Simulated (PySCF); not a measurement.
## Fe: excitation energy

Fe [Ar] 3d6 4s2 (5D) → Fe [Ar] 3d5 4s2 5s1 (7S), as a difference of total energies. Computed with PySCF 2.14 in x2c-TZVPPall with one added diffuse shell each of s, p, d, f type (7s6p5d3f1g, 80 functions), with scalar relativity by spin-free X2C-1e. Correlated levels: valence: [Ar] frozen. The calculations carry no spin-orbit coupling.

```csv
method,excitation energy (eV)
UHF,6.058
MP2 (valence),7.580
SCS-MP2 (valence),7.768
CCSD (valence),7.511
CCSD(T) (valence),7.591
```

**Question.** How much does correlation contribute at CCSD(T) (valence)?

**Answer.** 7.591 − (6.058) = 1.533 eV, measured against UHF.

The promoted electron is Rydberg-like, and one or two diffuse shells describe it only roughly, which tends to raise the upper state.
